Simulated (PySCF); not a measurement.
## Pt⁺: excitation energy

Pt⁺ [Xe] 4f14 5d9 (2D) → Pt⁺ [Xe] 4f14 5d8 6s1 (4F), as a difference of total energies. Computed with PySCF 2.14 in aug-cc-pVQZ-PP with ECP60MDF, with a scalar-relativistic core potential. Correlated levels: valence: 5s2 5p6 frozen. The calculations carry no spin-orbit coupling.

```csv
method,excitation energy (cm⁻¹)
UHF,2048.3
LDA,6215.0
PBE,5579.1
PBE0,5699.4
TPSS,4466.8
TPSSh,4635.6
BLYP,5566.5
MP2 (valence),7550.8
SCS-MP2 (valence),9085.3
```

Q: How much does correlation contribute at MP2 (valence)?

A: 7550.8 − (2048.3) = 5502.5 cm⁻¹, measured against UHF.
